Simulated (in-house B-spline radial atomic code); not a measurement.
**The magnesium ion Mg³⁺: [He] 2s1 2p5 3p1 (an excited or competing configuration)**

All numbers are computed (non-relativistic HSE06, spin-polarised, spherical fractional occupations, exact exchange averaged over the configuration; point nucleus) with a radial B-spline atomic code at the basis-set limit, not measured.

Screening seen three ways: the hydrogenic charge with the same mean radius, Z_r = [3n² - l(l+1)]/(2<r>), the one with the same energy, Z_e = n√(-2ε), and Slater's rules. Values are occupation-weighted means over spin.

```
shell  electrons   ε (eV)  <r> (bohr)    Z_r   Z_e  Slater
   1s          2  -1357.2      0.1307  11.47  9.99   11.70
   2s          1  -154.01      0.6504   9.23  6.73    8.55
   2p          5  -117.27      0.6136   8.15  5.87    8.55
   3p          1  -31.244       2.159   5.79  4.55    4.90
```

The least bound orbital is 3p up at -31.24 eV, and it is also the most diffuse (<r> = 2.159 bohr).
